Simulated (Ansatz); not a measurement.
Wavefunction ladder for C$_{2}$H$_{7}$BN$_{2}$

```xyz
12

N     0.363    0.801    0.870
C    -0.073   -0.364   -0.013
N    -0.519   -1.593    0.428
B     1.003    0.538   -0.573
C    -0.452    0.474   -1.191
H     0.895    0.543    1.689
H    -0.296    1.559    1.048
H     0.147   -2.158    0.931
H    -1.441   -1.618    0.840
H     2.152    0.641   -0.855
H    -1.197    1.269   -1.064
H    -0.582   -0.092   -2.109
```

The species carries charge 0 and has multiplicity 1. The bonds changed during the relaxation, so this is another structure than the one it started from. Geometry: relaxed with PBE0-D4/def2-TZVP. It is one conformer, not always the lowest. Frozen core, restricted reference, Ansatz 0.2.0. CBS rows extrapolate triple and quadruple zeta; past MP2 they add the triple-zeta difference.

| basis | HF (Eh) | MP2 corr. |
| --- | --- | --- |
| def2-TZVPP | -213.40600 | -0.87190 |
| def2-QZVPP | -213.41590 | -0.92959 |

Estimate the CCSD correlation energy and the (T) correction in each basis where they were run (hartree).


```csv
basis,CCSD corr.,(T)
def2-TZVPP,-0.90315,-0.03909
CBS(def2),-1.00357,as TZ
```
